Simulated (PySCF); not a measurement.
# Radial density of Si (silicon, neutral)

M06-2X, [Ne] 3s2 3p2, high-spin 3P determinant. All numbers are calculated (PySCF 2.14, the spin-free X2C one-electron Hamiltonian (Gaussian nucleus), in x2c-SVPall).

| r (bohr) | 4πr²ρ (e/bohr) | 4πr²(ρα − ρβ) |
| --- | --- | --- |
| 0.00186 | 0.07493 | 0.0000 |
| 0.00313 | 0.2087 | 0.0000 |
| 0.00526 | 0.5662 | 0.0001 |
| 0.00885 | 1.446 | 0.0002 |
| 0.0149 | 3.355 | 0.0005 |
| 0.0250 | 7.077 | 0.0012 |
| 0.0421 | 12.31 | 0.0031 |
| 0.0709 | 15.90 | 0.0095 |
| 0.119 | 13.03 | 0.0322 |
| 0.200 | 9.614 | 0.0922 |
| 0.337 | 13.60 | 0.1383 |
| 0.567 | 11.56 | 0.0388 |
| 0.954 | 3.120 | 0.0852 |
| 1.60 | 1.766 | 0.6896 |
| 2.70 | 1.321 | 0.6804 |
| 4.54 | 0.2219 | 0.1641 |
| 7.64 | 0.0009210 | 0.0007 |

Densities and radii are taken from the X2C orbitals without a picture-change correction, which distorts them close to the nucleus.
